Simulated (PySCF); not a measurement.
C₂H₄ClFSi₂, SMILES C(#C)[Si@H](F)[SiH2]Cl.

Geometry optimised at PBE-D3(BJ)/def2-SVP. The structure was generated by enumeration; whether it is a known compound was not checked. One conformer was computed; it need not be the lowest.

Computed with PBE-D3(BJ)/def2-SVP (PySCF 2.14.0).

Frequencies are harmonic and unscaled.

Computed vibrational spectrum:
```json
[
 {"mode": "1", "ν (cm⁻¹)": "31", "IR (km/mol)": "1.0", "Raman (Å⁴/amu)": "1.9", "depolarisation": "0.73", "moving atoms (share of kinetic energy)": "Cl 32 %, C 25 %, F 18 %, Si 14 %, H 11 %"},
 {"mode": "2", "ν (cm⁻¹)": "62", "IR (km/mol)": "1.0", "Raman (Å⁴/amu)": "2.0", "depolarisation": "0.70", "moving atoms (share of kinetic energy)": "Cl 39 %, C 27 %, F 14 %, Si 11 %, H 8 %"},
 {"mode": "3", "ν (cm⁻¹)": "98", "IR (km/mol)": "0.4", "Raman (Å⁴/amu)": "4.3", "depolarisation": "0.75", "moving atoms (share of kinetic energy)": "Si 29 %, F 25 %, C 18 %, H 16 %, Cl 12 %"},
 {"mode": "4", "ν (cm⁻¹)": "150", "IR (km/mol)": "4.0", "Raman (Å⁴/amu)": "6.6", "depolarisation": "0.75", "moving atoms (share of kinetic energy)": "F 38 %, C 36 %, H 14 %, Si 12 %"},
 {"mode": "5", "ν (cm⁻¹)": "185", "IR (km/mol)": "3.3", "Raman (Å⁴/amu)": "5.5", "depolarisation": "0.75", "moving atoms (share of kinetic energy)": "C 32 %, Si 29 %, F 20 %, H 12 %"},
 {"mode": "6", "ν (cm⁻¹)": "312", "IR (km/mol)": "37.0", "Raman (Å⁴/amu)": "2.4", "depolarisation": "0.61", "moving atoms (share of kinetic energy)": "C 58 %, Si 26 %, H 10 %"},
 {"mode": "7", "ν (cm⁻¹)": "349", "IR (km/mol)": "28.3", "Raman (Å⁴/amu)": "5.5", "depolarisation": "0.68", "moving atoms (share of kinetic energy)": "C 50 %, Si 26 %, F 15 %"},
 {"mode": "8", "ν (cm⁻¹)": "401", "IR (km/mol)": "9.4", "Raman (Å⁴/amu)": "20.4", "depolarisation": "0.15", "moving atoms (share of kinetic energy)": "Si 65 %, H 15 %, C 9 %"},
 {"mode": "9", "ν (cm⁻¹)": "459", "IR (km/mol)": "13.2", "Raman (Å⁴/amu)": "4.6", "depolarisation": "0.73", "moving atoms (share of kinetic energy)": "H 73 %, Si 20 %"},
 {"mode": "10", "ν (cm⁻¹)": "538", "IR (km/mol)": "34.1", "Raman (Å⁴/amu)": "6.5", "depolarisation": "0.60", "moving atoms (share of kinetic energy)": "Si 52 %, Cl 41 %"},
 {"mode": "11", "ν (cm⁻¹)": "634", "IR (km/mol)": "43.0", "Raman (Å⁴/amu)": "3.8", "depolarisation": "0.48", "moving atoms (share of kinetic energy)": "C 44 %, Si 38 %, H 16 %"},
 {"mode": "12", "ν (cm⁻¹)": "664", "IR (km/mol)": "2.8", "Raman (Å⁴/amu)": "22.3", "depolarisation": "0.75", "moving atoms (share of kinetic energy)": "H 94 %"},
 {"mode": "13", "ν (cm⁻¹)": "688", "IR (km/mol)": "20.5", "Raman (Å⁴/amu)": "1.9", "depolarisation": "0.71", "moving atoms (share of kinetic energy)": "H 76 %, C 24 %"},
 {"mode": "14", "ν (cm⁻¹)": "722", "IR (km/mol)": "22.2", "Raman (Å⁴/amu)": "1.0", "depolarisation": "0.74", "moving atoms (share of kinetic energy)": "H 76 %, C 24 %"},
 {"mode": "15", "ν (cm⁻¹)": "740", "IR (km/mol)": "290.4", "Raman (Å⁴/amu)": "17.1", "depolarisation": "0.73", "moving atoms (share of kinetic energy)": "H 81 %, Si 15 %"},
 {"mode": "16", "ν (cm⁻¹)": "783", "IR (km/mol)": "18.6", "Raman (Å⁴/amu)": "11.9", "depolarisation": "0.73", "moving atoms (share of kinetic energy)": "H 79 %, F 13 %"},
 {"mode": "17", "ν (cm⁻¹)": "797", "IR (km/mol)": "129.1", "Raman (Å⁴/amu)": "6.4", "depolarisation": "0.70", "moving atoms (share of kinetic energy)": "H 85 %, Si 10 %"},
 {"mode": "18", "ν (cm⁻¹)": "874", "IR (km/mol)": "149.3", "Raman (Å⁴/amu)": "4.7", "depolarisation": "0.38", "moving atoms (share of kinetic energy)": "Si 44 %, F 42 %, H 14 %"},
 {"mode": "19", "ν (cm⁻¹)": "896", "IR (km/mol)": "67.1", "Raman (Å⁴/amu)": "15.1", "depolarisation": "0.69", "moving atoms (share of kinetic energy)": "H 92 %"},
 {"mode": "20", "ν (cm⁻¹)": "2083", "IR (km/mol)": "51.2", "Raman (Å⁴/amu)": "198.0", "depolarisation": "0.26", "moving atoms (share of kinetic energy)": "C 90 %, H 9 %"},
 {"mode": "21", "ν (cm⁻¹)": "2154", "IR (km/mol)": "59.9", "Raman (Å⁴/amu)": "183.3", "depolarisation": "0.22", "moving atoms (share of kinetic energy)": "H 98 %"},
 {"mode": "22", "ν (cm⁻¹)": "2170", "IR (km/mol)": "83.5", "Raman (Å⁴/amu)": "146.9", "depolarisation": "0.73", "moving atoms (share of kinetic energy)": "H 96 %"},
 {"mode": "23", "ν (cm⁻¹)": "2172", "IR (km/mol)": "119.7", "Raman (Å⁴/amu)": "294.2", "depolarisation": "0.11", "moving atoms (share of kinetic energy)": "H 97 %"},
 {"mode": "24", "ν (cm⁻¹)": "3388", "IR (km/mol)": "54.1", "Raman (Å⁴/amu)": "50.4", "depolarisation": "0.27", "moving atoms (share of kinetic energy)": "H 86 %, C 14 %"}
]
```
